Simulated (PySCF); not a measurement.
Br3Pb (SMILES [Br][Pb-]([Br])[Br]), charge -1, singlet, at a GFN2-xTB geometry (such geometries of metal compounds can be far from the true shape) (core potentials on Pb). Base run: DF-B3LYP/def2-SVP (PySCF).

The PySCF input:
```python
from pyscf import gto, scf, dft

mol = gto.M(
    atom='''
Pb    0.00381371   -0.00015158    0.64375725
Br    0.60057734   -2.35520043   -0.50687391
Br    1.73497476    1.70048433   -0.51263926
Br   -2.34448708    0.65507125   -0.48871810
''',
    basis='def2-svp',
    ecp={'Pb': 'def2-svp'},
    charge=-1,
    verbose=4,
)

mf = dft.RKS(mol)
mf.xc = 'b3lyp'
mf = mf.density_fit(auxbasis='def2-universal-jkfit')
mf.kernel()
```

The base run was repeated with changes; each row names its change, and settings that it needs were set with it.

```csv
change,basis functions,E (Eh),HOMO (eV),HOMO-LUMO gap (eV),core-seconds (rough)
base,122,-7914.81883,-2.31,5.06,20
basis = LANL2DZ,32,-43.23946,-2.59,5.08,2
basis = def2-SV(P),122,-7914.81883,-2.31,5.06,10
basis = def2-SVPD,155,-7914.84633,-2.88,4.83,20
basis = def2-TZVP,194,-7915.77966,-2.73,5.01,30
basis = def2-TZVPP,194,-7915.77966,-2.73,5.01,30
basis = def2-TZVPD,227,-7915.78336,-2.86,4.84,40
```

Totals compare only among sets that treat the same electrons; sets with core potentials leave the core out.
